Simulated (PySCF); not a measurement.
Potential energy of GaTe along the bond

Set-up: basis Ga def2-SVP, Te def2-SVP with ECP28; scalar-relativistic core potentials; PySCF 2.14. Energies in eV from Ga + Te in their ground configurations at the same level. State: ²Σ⁺ (doublet), unpaired electrons σ ↑.

```tsv
R (Å)	PBE	UHF	BHandHLYP
2.074	-1.850	-0.213	-1.356
2.171	-2.505	-0.860	-1.991
2.267	-2.864	-1.207	-2.333
2.340	-2.995	-1.332	-2.455
2.412	-3.042	-1.380	-2.496
2.484	-3.028	-1.373	-2.479
2.581	-2.942	-1.308	-2.395
2.701	-2.770	-1.170	-2.229
2.846	-2.516	-0.960	-1.985
```

Question: Put a parabola through the three lowest points of the PBE curve and estimate Re, k and ωe (reduced mass 45.03 u; 1 eV/Å² = 0.16022 mdyn/Å; ωe = 1302.8·√(k/μ) cm⁻¹).

Answer: Through R = 2.34, 2.412, 2.484 Å the second-order coefficient is 5.88 eV/Å², so Re ≈ 2.431 Å, k ≈ 1.89 mdyn/Å and ωe ≈ 267 cm⁻¹. A polynomial fit of higher order to the unrounded PBE energies gives Re = 2.428 Å, k = 1.75 mdyn/Å, ωe = 257 cm⁻¹; anharmonicity and rounding make the difference.

The higher-order fit for each curve: PBE: Re = 2.428 Å, ωe = 257 cm⁻¹, De = 3.04 eV; UHF: Re = 2.436 Å, ωe = 234 cm⁻¹, De = 1.38 eV; BHandHLYP: Re = 2.423 Å, ωe = 251 cm⁻¹, De = 2.50 eV.

These are scalar-relativistic numbers at best; spin–orbit coupling would shift them, the dissociation energy most. The state is the lowest determinant that a PBE0 search found; another state may lie lower at other levels.
